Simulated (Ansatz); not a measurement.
Ansatz (an electronic-structure program) job for C₄H₇, SMILES [CH2]C(=C)C, multiplicity 2, PBE/def2-TZVPD. Coordinates come from a B3LYP-D3(BJ)/def2-SVP optimisation. The isomer is the one that the SMILES or the coordinates give; other isomers of the formula were not compared.

Ansatz 0.2 input:
```yaml
crystal:
  periodic: [false, false, false]
  atoms:
    - {symbol: C, position_ang: [-0.40421826, 1.29407068, -0.48407043]}
    - {symbol: C, position_ang: [0.05858512, 0.06729198, -0.01791388]}
    - {symbol: C, position_ang: [1.42177712, -0.21073543, 0.05930980]}
    - {symbol: C, position_ang: [-0.93858167, -0.99947034, 0.39168334]}
    - {symbol: H, position_ang: [-1.47229754, 1.51761266, -0.53741728]}
    - {symbol: H, position_ang: [0.29309379, 2.06969258, -0.81102449]}
    - {symbol: H, position_ang: [1.78737387, -1.17002707, 0.43339303]}
    - {symbol: H, position_ang: [2.16408303, 0.52751230, -0.25455372]}
    - {symbol: H, position_ang: [-1.89926802, -0.55933716, 0.69727729]}
    - {symbol: H, position_ang: [-1.14044718, -1.68539344, -0.44833621]}
    - {symbol: H, position_ang: [-0.55791182, -1.60700123, 1.22660825]}
basis:
  gaussian:
    orbitals: def2-TZVPD
hamiltonian:
  xc: {name: PBE}
magnetization: {spin_polarized: true, initial_magnetization: 1}
```

Program output:

```
WARN ansatz: RAYON_NUM_THREADS=2 ignored (pool sized by the plan → 2); use --threads N
Functional definition: PBE
integrals: 0.09 GiB planned
1053 factors; their error is unknown
mean field: 1.13 GiB planned
mean field evaluation 1: about -4242.8321 eV, gradient 5.2e1 eV
mean field evaluation 2: about -4220.1691 eV, gradient 8.0e1 eV
mean field evaluation 4: about -4255.8060 eV, gradient 8.6e0 eV
mean field evaluation 8: about -4256.1292 eV, gradient 2.0e-1 eV
mean field evaluation 16: about -4256.0820 eV, gradient 6.2e-3 eV
mean field -4256.08195847 eV, -156.4081270979 hartree, gradient 1.2e-5 eV, S^2 0.766233; 0 other end points of the search recorded, 0 dependent functions left out
reference -4256.08200609 eV, -156.4081288480 hartree; 16, 15 occupied and 195, 196 virtual orbitals, 1053 factors
Total energy: -4256.08200609 eV, -156.4081288480 hartree
```

The calculation finished and met its thresholds.
